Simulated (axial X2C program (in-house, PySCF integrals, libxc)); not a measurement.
## LiCu⁻: cheaper levels and CCSD(T), 2c

All values were computed with an in-house all-electron X2C program for linear molecules (integrals from PySCF). Two-component (2c) means X2C with spin–orbit coupling and atomic mean-field two-electron Coulomb and Gaunt terms. Basis: Cu dyall-acv3z [10s10p7d4f2g], Li dyall-av3z [9s9p3d] (cores contracted in-house); Gaussian nuclei, density fitting, unrestricted open shells. Masses: Cu 62.930 u, Li 7.016 u.

State: Ω = 1/2 (⟨Sz⟩ = 0.50, ⟨Lz⟩ = 0.00 at HF); fragments Cu- + Li.

```
level  Re (Å)  ωe (cm⁻¹)  De (eV)
 PBE0   2.459      282.1     1.19
   HF   2.808      193.3    0.801
 CCSD   2.466      283.2     1.12
B97-3   2.488      264.2     1.06
```

Correlated methods: 13 electrons correlated (number of frozen shells: Cu 3 s, 2 p; Li 1 s), 271 virtual spin orbitals or spinors in MP2, 90 natural virtuals in coupled cluster.

CCSD(T), same Hamiltonian and basis:

Re = 2.432 Å, ωe = 300.4 cm⁻¹; T1 = 0.053 (Lee–Taylor normalisation).

Problem. Give the differences from CCSD(T) in the columns below.

Solution. 

| level | ΔRe (Å) | Δωe (cm⁻¹) |
| --- | --- | --- |
| PBE0 | 0.027 | -18 |
| HF | 0.376 | -107 |
| CCSD | 0.034 | -17 |
| B97-3 | 0.056 | -36 |

The state is one determinant whose occupation by symmetry is held fixed; it was picked as the lowest of a PBE0 search that is not exhaustive. Dissociation energies refer to the lowest single-determinant-based atoms at the same level and basis. De is not given where an atomic determinant may have missed its ground term or J level, or where the truncated virtual space spoils (T). Density functionals use the spin component along the axis (collinear). Coupled cluster ran in a truncated set of natural virtual spinors; the MP2 energy of the rest was added. (T) has no such correction and the atoms are truncated less, which lowers De at CCSD(T) by a hundredth of an eV or more. The highest occupied level of some functionals is positive through self-interaction error; at Hartree–Fock it is bound. The determinant is spin-polarised beyond a pure state at some levels (its spin-free form has ⟨S²⟩ too high), which makes Re and μ there less reliable. The T1 diagnostic is large, a sign of multireference character. The stretched end of a curve changes character and is left out. Hartree–Fock gets electron affinities wrong, so its lowest charge split need not be the true one.
